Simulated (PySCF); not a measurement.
## Yb(II) with different ligands

Computed with PySCF 2.14.0, PBE0, def2-SVP on the ligands, density fitting, scalar-relativistic core potentials, no spin-orbit coupling, vacuum. The metal has lcecp-0-SVP with ECP60. Each complex is relaxed within the symmetry of a template of the same shape. Distances are means of the shortest metal–ligand contacts, charges and spins Mulliken's. lcecp potentials hold a fixed number of 4f electrons in the core, out of states, spins and gaps.

```csv
complex,point group,M–first ligand (Å),charge on M (e),"strongest infrared band, degenerate modes summed (cm⁻¹)",unstable modes (below −25 cm⁻¹)
[YbSF]−,Cs,2.565,0.19,437,0
[YbO(OH)]−,Cs,2.057,0.19,–,0
[YbOCl]−,Cs,2.020,0.22,591,0
```

Q: A further member has point group Cs, M–first ligand (Å) 2.050, charge on M (e) 0.28, strongest infrared band, degenerate modes summed (cm⁻¹) 417, unstable modes (below −25 cm⁻¹) 0. Which complex is it?

A: [YbOF]−. This is one of several that fit.

One start shape was tried for each, so a minimum needn't be the lowest isomer.
